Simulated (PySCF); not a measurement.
Rigid-rotor lines calculated for a species of formula F2H6P2Si2 (commonest isotopes; PySCF, PBE0-D3(BJ)/def2-SVP geometry optimisation, gas phase), labelled J(Ka,Kc):

```csv
transition,MHz
"2(1,2) ← 1(1,1)",3635.2
"2(0,2) ← 1(0,1)",3872.4
"1(1,1) ← 0(0,0)",2637.4
"1(0,1) ← 0(0,0)",1987.3
"2(1,1) ← 1(1,0)",4314.1
```

(1) Find the rotational constants.

(2) What moments of inertia, asymmetry and inertial defect follow?

(3) Which dipole components do these lines need?

(4) Predict further lines from these constants: 2(1,1) ← 1(0,1); 3(2,1) ← 2(2,0); 3(1,2) ← 3(1,3); 2(2,0) ← 1(1,0); 3(2,2) ← 2(1,2); 3(2,1) ← 3(1,2); 2(1,2) ← 1(0,1); 1(1,0) ← 1(0,1); 2(2,1) ← 1(1,1); 3(2,2) ← 2(1,1); 2(0,2) ← 1(1,1).

(5) Which structure gave them?

Results:

(1) 1(0,1) ← 0(0,0) is B + C, 2(1,1) ← 1(1,0) is 3B + C and 2(1,2) ← 1(1,1) is B + 3C, so B − C is half the difference of the last two, 339.5 MHz. 1(1,1) ← 0(0,0) is A + C. A = 1813.5, B = 1163.4, C = 823.9 MHz.

(2) I = 505379 MHz·u·Å² over each constant: Ia = 278.68, Ib = 434.40, Ic = 613.38 u·Å²; κ = (2B − A − C)/(A − C) = -0.314 (asymmetric top); Δ = Ic − Ia − Ib = -99.69 u·Å².

(3) μa and μb (a-type: ΔKa even, ΔKc odd; b-type: both odd). The calculation gives |μa| = 1.74 D, |μb| = 0.13 D, |μc| = 1.05 D.

(4) 
| transition | MHz | type | branch |
| --- | --- | --- | --- |
| 1(1,0) ← 1(0,1) | 990 | b | Q |
| 3(2,1) ← 3(1,2) | 1980 | b | Q |
| 3(1,2) ← 3(1,3) | 2017 | a | Q |
| 2(0,2) ← 1(1,1) | 3222 | b | R |
| 2(1,2) ← 1(0,1) | 4285 | b | R |
| 2(1,1) ← 1(0,1) | 5304 | c | R |
| 3(2,1) ← 2(2,0) | 6322 | a | R |
| 2(2,0) ← 1(1,0) | 6367 | c | R |
| 2(2,1) ← 1(1,1) | 6604 | c | R |
| 3(2,2) ← 2(1,1) | 7912 | b | R |
| 3(2,2) ← 2(1,2) | 8931 | c | R |

(5) `FP(F)P([SiH3])[SiH3]` ((SiH3)2PPF2), point group C1. Three constants can't fix a structure by themselves; this is the one that was computed:
```xyz
12
F2H6P2Si2 angstrom
F     -0.365    3.310   -0.191
P     -0.161    1.886   -0.915
F      1.425    2.023   -1.225
P      0.015    0.619    0.924
Si     1.585   -0.789    0.088
Si    -1.755   -0.716    0.440
H      1.437   -0.987   -1.385
H      1.370   -2.097    0.778
H      2.940   -0.261    0.403
H     -1.827   -1.751    1.511
H     -1.632   -1.387   -0.892
H     -2.991    0.121    0.454
```

The values belong to one conformer (point group C1) with, in the numbering `[F:1][P:2]([F:3])[P:4]([SiH3:5])[SiH3:6]`, F1–P2–P4–Si5 -143°. PBE0-D3(BJ)/def2-SVP frequencies: not computed here. Zero-point vibration and centrifugal distortion are left out. A rigid rotor knows nothing of internal rotation, which can split or shift real lines.
